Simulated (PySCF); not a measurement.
**(SiH3)3P: 4 charge schemes on one density**

Species: (SiH3)3P, H9PSi3.
Structure used (PBE0-D3(BJ)/def2-TZVP), in Å, numbered top down from 1:
```xyz
13
H9PSi3 angstrom
Si    -0.648    1.633   -0.638
P      0.284   -0.349   -1.133
Si     1.843   -0.284    0.482
Si    -1.192   -1.594    0.014
H      0.281    2.709   -1.073
H     -0.926    1.793    0.815
H     -1.924    1.752   -1.390
H      2.867    0.725    0.103
H      2.481   -1.623    0.573
H      1.280    0.075    1.812
H     -0.673   -2.984    0.089
H     -2.482   -1.588   -0.723
H     -1.422   -1.089    1.395
```

Density: PBE0/pcSseg-2 (PySCF); schemes: Mulliken, IAO, Hirshfeld and ESP-fitted. Geometry: PBE0-D3(BJ)/def2-TZVP; no solvent, vibrations or thermal averaging.

Question: For which atoms does the sign change between the 4 schemes (beyond +0.03 e in one, beyond −0.03 e in another)?

Answer: For none.

Question: At which atom do the 4 schemes differ most?

Answer: At P2: from -0.348 (Mulliken) to -0.106 e (Hirshfeld), 0.242 e apart.

Question: Give the atomic charges in each scheme.

Answer: In e:

```tsv
atom	environment	Mulliken	IAO	Hirshfeld	ESP-fitted
Si1	SiH3 silicon	+0.418	+0.414	+0.245	+0.229
P2	three-coordinate phosphorus	-0.348	-0.315	-0.106	-0.265
Si3	SiH3 silicon	+0.418	+0.414	+0.245	+0.238
Si4	SiH3 silicon	+0.419	+0.414	+0.245	+0.252
H5	Si–H hydrogen	-0.097	-0.098	-0.069	-0.041
H6	Si–H hydrogen	-0.108	-0.114	-0.071	-0.059
H7	Si–H hydrogen	-0.098	-0.098	-0.069	-0.042
H8	Si–H hydrogen	-0.098	-0.098	-0.069	-0.044
H9	Si–H hydrogen	-0.097	-0.098	-0.069	-0.044
H10	Si–H hydrogen	-0.108	-0.114	-0.071	-0.063
H11	Si–H hydrogen	-0.098	-0.098	-0.069	-0.048
H12	Si–H hydrogen	-0.097	-0.098	-0.069	-0.047
H13	Si–H hydrogen	-0.108	-0.114	-0.071	-0.066
```

Mean size of the charges over all atoms: Mulliken 0.193 e, IAO 0.191 e, Hirshfeld 0.113 e, ESP-fitted 0.110 e. Each set sums to the total charge, 0, to within 0.001 e. The Mulliken scheme counts on each atom the diagonal of the density matrix times the overlap matrix over that atom's basis functions. The Hirshfeld scheme weights the molecular density at each point by an atom's share of the summed free-atom densities.

Question: How many electrons does the Hirshfeld scheme count on Si1?

Answer: Z − q = 14 − (+0.245) = 13.755.

Question: Sum the charges by element, for elements with more than one atom.

Answer: 
```csv
element,atoms,Mulliken,IAO,Hirshfeld,ESP-fitted
Si,3,+1.256,+1.242,+0.734,+0.718
H,9,-0.908,-0.926,-0.627,-0.453
```

These values come from a run that also computed NMR shieldings. Hardware: Intel Xeon at 2.50 GHz, 2 threads, no GPU, shared host with 64 logical CPUs at a one-minute load of 60. Cost: 2.3 min wall, 3.5 min CPU (with the writing of density and orbital grids), 2.0 GiB resident at most.
